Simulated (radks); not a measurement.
Species: As0.25+. Configuration: [Ar] 3d10 4p(up 1.5, down 1.5) 4s(up 1, down 0.75) (fractional occupations, a model configuration). All-electron calculation, scalar-relativistic Kohn-Sham, r2SCAN, spin-polarised, spherical densities, finite nucleus; meta-GGA in the generalised Kohn-Sham scheme; Fermi nuclear charge, rms radius 4.0968 fm. Program: a radial shooting solver on a logarithmic mesh with Libxc functionals. Some entries of the table are withheld. Estimate them.

| orbital | occ. | eigenvalue (hartree) | <r^2> (bohr^2) | <1/r> (bohr^-1) |
|---|---|---|---|---|
| 1s up | 1 | -431.9692 | 0.002788 | 33.46 |
| 1s down | 1 | -431.9684 | 0.002788 | 33.46 |
| 2s up | 1 | -55.20791 | 0.04838 | 7.385 |
| 2s down | 1 | -55.20766 | 0.04838 | 7.385 |
| 2p up | 3 | -48.34642 | 0.03846 | 7.221 |
| 2p down | 3 | -48.34594 | 0.03846 | 7.221 |
| 3s up | 1 | -7.29597 | 0.4108 | 2.388 |
| 3s down | 1 | -7.29491 | 0.4107 | 2.388 |
| 3p up | 3 | (1) | 0.4463 | 2.232 |
| 3p down | 3 | (2) | 0.4461 | 2.232 |
| 3d up | 5 | -1.62876 | 0.5797 | 1.908 |
| 3d down | 5 | -1.62675 | 0.5775 | 1.909 |
| 4s up | 1 | -0.64416 | 4.289 | 0.6802 |
| 4s down | 0.75 | -0.62831 | 4.351 | 0.6766 |
| 4p up | 1.5 | -0.27793 | 6.926 | 0.5354 |
| 4p down | 1.5 | -0.26795 | 7.139 | 0.5280 |

Answer. 
(1) 3p up eigenvalue (hartree): -5.14639
(2) 3p down eigenvalue (hartree): -5.14521
